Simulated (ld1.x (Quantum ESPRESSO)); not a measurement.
# chlorine: excitation energies, all-electron against ultrasoft

| Quantity | Value |
| --- | --- |
| Element | Cl (Z = 17) |
| Generator | ld1.x (Quantum ESPRESSO) 7.5 |
| Type | ultrasoft |
| Functional | PW91 |
| Relativity | scalar-relativistic |
| Frozen core | [Ne] |
| Valence charge | 7 |
| Reference configuration | 3s1 3p6 |
| Partial waves | 3s (bound): rcut 1.40, rcutus 1.55 bohr; 3s channel at -1.05 Ry: rcut 1.40, rcutus 1.55 bohr; 3p (bound): rcut 1.25, rcutus 1.70 bohr; 3p channel at 2.05 Ry: rcut 1.25, rcutus 1.70 bohr |
| Local potential | all-electron potential smoothed inside 1.50 bohr (lloc = -1) |
| Core correction | a·sin(br)/r model core inside 0.85 bohr |
| Augmentation charge | built from norm-conserving waves at rcut, not smoothed further |

Energies are relative to the spin-unpolarised reference configuration 3s1 3p6; without spin polarisation the order of configurations can differ from experiment.

(1) Give the all-electron excitation energy and the error of the potential for: 3s2 3p5; 3s2 3p4; 3s2 3p3; 3s1 3p5; 3s2 3p5.3; 3s2 3p1; 3s2 3p4.5.

Answers

(1)

```tsv
valence configuration	charge	ΔE all-electron (eV)	error AE − PS (meV)
3s2 3p5	0	-12.150	-0.3
3s2 3p4	+1	1.782	+0.5
3s2 3p3	+2	27.295	+12
3s1 3p5	+1	14.486	+0.5
3s2 3p5.3	-0.3	-14.303	+0.1
3s2 3p1	+4	118.020	+150
3s2 3p4.5	+0.5	-6.540	-0.5
```
